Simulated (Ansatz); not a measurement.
The cluster Zr2Se4⁺. The state is a doublet with charge 1. Geometry r2SCAN-D4/def2-SVP.

```xyz
6

Zr   -0.136   -0.564    0.985
Zr    0.769    1.106   -1.496
Se   -1.130    1.670    0.051
Se    2.361    0.886    0.321
Se   -2.074   -1.755    1.629
Se    0.210   -1.344   -1.490
```

In the def2 sets Zr takes a core potential; there is no spin–orbit coupling. B3LYP takes the VWN-RPA correlation. The structure comes from a short search, and lower isomers may exist.

(1) Estimate the α-spin orbital energies around the gap (eV) in Ansatz with r2SCAN-D4/def2-TZVP, B97M-V/def2-TZVP, B3LYP-D4/def2-TZVP, PBE0-D4/def2-SVP, PBE0-D4/def2-TZVP.

## Answers

(1) 
```tsv
orbital	r2SCAN-D4/def2-TZVP	B97M-V/def2-TZVP	B3LYP-D4/def2-TZVP	PBE0-D4/def2-SVP	PBE0-D4/def2-TZVP
HOMO−5	-11.54	-11.51	-12.11	-12.50	-12.39
HOMO−4	-11.41	-11.39	-11.99	-12.37	-12.27
HOMO−3	-10.46	-10.43	-10.99	-11.38	-11.31
HOMO−2	-10.33	-10.32	-10.82	-11.15	-11.03
HOMO−1	-10.15	-10.09	-10.57	-10.85	-10.75
HOMO	-10.10	-10.02	-10.54	-10.83	-10.73
LUMO	-8.38	-8.35	-7.99	-7.92	-7.82
LUMO+1	-7.47	-7.46	-7.10	-6.94	-6.86
LUMO+2	-7.46	-7.42	-7.06	-6.94	-6.86
LUMO+3	-7.22	-7.21	-6.79	-6.60	-6.52
LUMO+4	-7.08	-7.08	-6.72	-6.52	-6.46
LUMO+5	-6.71	-6.98	-6.68	-6.46	-6.41
β HOMO	-9.99	-9.84	-10.37	-10.62	-10.53
β LUMO	-9.56	-9.42	-9.14	-9.11	-9.00
```
